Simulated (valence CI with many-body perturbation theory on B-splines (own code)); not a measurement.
## Questions on Nd XL

Computed by valence CI with perturbative core correlation (CI+MBPT): three valence electrons over a frozen Dirac-Fock core [Ar], radial functions for each j: 9 s, 9 p, 10 d, 8 f, 5 g, 3 h, 1 i, with the one-electron correlation potential Σ1, the two-electron term Σ2, the three-electron term Σ3, Breit, model QED; selected CI, second order for the rest (own B-spline code, finite nucleus).

The last digits are not significant, and no measured levels were compared; by estimate large intervals hold to a few tenths of a per cent, small ones and those within an open d or f shell to about a per cent. Only levels of the ground parity were solved; by the run's estimate the other parity begins above the list, which can be wrong where configurations are misplaced.

Levels are named by their leading jj configuration (3d3/2^4 stands for four electrons in 3d with j = 3/2), which in mixed levels can hold well under half, so a name can repeat and another be missing.

Rates and lifetimes use the calculated energies. Strong lines usually hold to 10 to 20 %, long lifetimes can be off by a factor of two.

**Question.** What is the ground level?

**Answer.** (3d3/2^3) J=3/2, composition 56 % 3d³ ⁴F + 33 % 3d³ ²D + 8 % 3d³ ²P, g = 0.646.

**Question.** How well does LS coupling describe the low levels?

**Answer.** Among the lowest 19 levels the leading LS term, summed over configurations, holds 60 % on average. For single configurations the figures are 60 % in LS and 91 % in jj coupling. Terms mix most in the J = 3/2 level at 212740 cm⁻¹, where the leading one holds 40 %.

**Question.** What is the ionisation energy?

**Answer.** 2862.4 eV; NIST lists 2861 ± 4 eV (theoretical).

**Question.** Name the longest-lived excited levels whose lifetime is computed, and their main decay.

**Answer.** (3d3/2^2 3d5/2) J=9/2 at 233360 cm⁻¹ lives 145 ms, mostly by M1 to (3d3/2^2 3d5/2) J=7/2.
